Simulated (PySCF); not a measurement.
## Spectroscopy problems

[PySCF 2.14.0 with density-fitted response routines: shieldings: GIAO PBE0/pcSseg-1; geometry: GFN2-xTB; single conformer; gas phase; fast rotation and ring inversion assumed for equivalent nuclei; no relativistic terms]

Chemical shifts δ = σref − σ; 1H, 13C against TMS, all at this level. Where no couplings were computed, multiplicities follow the n + 1 count of equivalent neighbours, and m marks all less simple cases (inequivalent or close neighbours, rings, F or P nearby). Shifts are as computed. Against solution values, carbons near 30 ppm lie about +3 ppm off and those near 130 ppm about +5 ppm. Of 1211 compounds with measured shifts, 218 miss one by over three times the rms of a fit or turn the order of signals round; such compounds aren't used in these exercises. OH and NH positions are gas-phase values without hydrogen bonding to other molecules.

Problem. C₅H₁₁NSi. 1H NMR (300 MHz, computed): δ 12.94 (br s, 1H), 9.36 (t, 1H), 4.43 (m, 2H), 2.53 (m, 2H), 2.29 (m, 1H), 2.21 (m, 1H), 1.97 (m, 1H), 1.76 (m, 2H). 13C{1H} NMR (computed): δ 191.0 (CH), 23.6 (CH2), 20.5 (CH2), 13.8 (CH). What is it?

Solution. SMILES [H]/N=C/[SiH2]C1CCC1. The formula gives 2 degrees of unsaturation (1 ring in the answer). 4 carbon signals for 5 carbons: some carbons are equivalent by symmetry or fast rotation. Carbon types of the structure: 2 × CH, 3 × CH2, leaving 3 H on heteroatoms. δC 191.0: C=N carbon. δC 23.6, 20.5: sp3 CH2 in a ring; aliphatic region, no heteroatom directly attached. δH 12.94: hydrogen on an imine nitrogen; labile proton, position sensitive to the medium. δH 9.36: hydrogen on a C=N carbon.

The shifts were computed for this structure.

Problem. C₇H₉N. 1H NMR (400 MHz, computed): δ 2.08 (s, 3H), 2.01 (s, 3H), 1.79 (m, 1H), 1.61 (m, 1H), 1.59 (m, 1H). 13C{1H} NMR (computed): δ 135.9, 124.9, 119.3, 25.3, 25.0, 13.9, 2.1. Give a structure.

Solution. SMILES CC(C)=C1C[C@@H]1C#N. Rings plus π bonds: 4 (1 ring in the answer). 7 carbon signals for 7 carbons: no two carbons are equivalent. Carbon types of the structure: 3 × C, 1 × CH, 1 × CH2, 2 × CH3, which accounts for all hydrogens. δC 135.9, 119.3: fully substituted alkene carbon; as expected for a trigonal carbon in a double bond. δC 124.9: nitrile carbon; C≡N carbons fall here, among the sp2 signals but without a proton. δC 13.9, 2.1: three-membered-ring carbon; carbons of three-membered rings are unusually shielded. δH 2.08, 2.01: hydrogen on an allylic methyl carbon; allylic position.

The data come from this structure; uniqueness wasn't tested.
